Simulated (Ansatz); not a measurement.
C$_{6}$H$_{13}$O$_{2}$ (SMILES CCCCOC(C)=[OH+]), charge +1, singlet, geometry from GFN2-xTB; R2SCAN/3-21G in Ansatz (a first-principles code).

Ansatz was given this input:
Ansatz 0.2 input:
```yaml
crystal:
  periodic: [false, false, false]
  atoms:
    - {symbol: C, position_ang: [3.60982815, -0.86014766, -0.33582929]}
    - {symbol: C, position_ang: [2.62378282, 0.28134250, -0.12117257]}
    - {symbol: C, position_ang: [1.19128414, -0.17631268, -0.39983467]}
    - {symbol: C, position_ang: [0.20839190, 0.97341588, -0.19040437]}
    - {symbol: O, position_ang: [-1.13149634, 0.56428335, -0.55335554]}
    - {symbol: C, position_ang: [-1.92376819, 0.01431606, 0.25389344]}
    - {symbol: C, position_ang: [-3.25212458, -0.39292808, -0.24376850]}
    - {symbol: O, position_ang: [-1.56669686, -0.17173421, 1.48709754]}
    - {symbol: H, position_ang: [3.56559495, -1.21967141, -1.36053008]}
    - {symbol: H, position_ang: [4.62157606, -0.51956480, -0.13755510]}
    - {symbol: H, position_ang: [3.39235677, -1.69009826, 0.33179274]}
    - {symbol: H, position_ang: [2.69862045, 0.63977447, 0.90673368]}
    - {symbol: H, position_ang: [2.87629309, 1.10894852, -0.78500294]}
    - {symbol: H, position_ang: [0.93886889, -1.00237826, 0.26855994]}
    - {symbol: H, position_ang: [1.11552373, -0.53032997, -1.42914814]}
    - {symbol: H, position_ang: [0.43346446, 1.79831822, -0.86846136]}
    - {symbol: H, position_ang: [0.22362996, 1.31808493, 0.84592229]}
    - {symbol: H, position_ang: [-3.39878696, -1.46625400, -0.10696632]}
    - {symbol: H, position_ang: [-3.35469819, -0.15183301, -1.29897112]}
    - {symbol: H, position_ang: [-4.04118603, 0.11410028, 0.31533786]}
    - {symbol: H, position_ang: [-2.23007678, -0.57760566, 2.07104805]}
basis:
  gaussian:
    orbitals: 3-21G.json
    final_grid: {core_spheres: 6, valence_spheres: 12, degree: 29}
hamiltonian:
  xc: r2scan
total_charge: 1
```
The basis file holds 3-21G in the JSON format of the Basis Set Exchange.

Problem. Write the output that Ansatz gives for this input, abridged.

Solution. 
```
Functional definition: r2SCAN
1385 factors; their error is unknown
mean field evaluation 1: about -10444.2849 eV, gradient 8.1e1 eV
mean field evaluation 2: about -10425.3842 eV, gradient 1.1e2 eV
mean field evaluation 4: about -10458.0015 eV, gradient 6.8e0 eV
mean field evaluation 8: about -10458.0724 eV, gradient 4.8e-1 eV
mean field evaluation 16: about -10457.9043 eV, gradient 4.2e-4 eV
a density is far from that of the atoms, so the factors are made again for it
1301 factors; integrals over basis functions are off by at most 7.4e-5 eV
mean field -10457.90108319 eV, -384.3207761873 hartree, gradient 2.5e-5 eV, S^2 0.000000; 0 other end points of the search recorded, 0 dependent functions left out
reference -10457.90109059 eV, -384.3207764594 hartree; 32, 32 occupied and 66, 66 virtual orbitals, 1301 factors
Total energy: -10457.90109059 eV, -384.3207764594 hartree
```
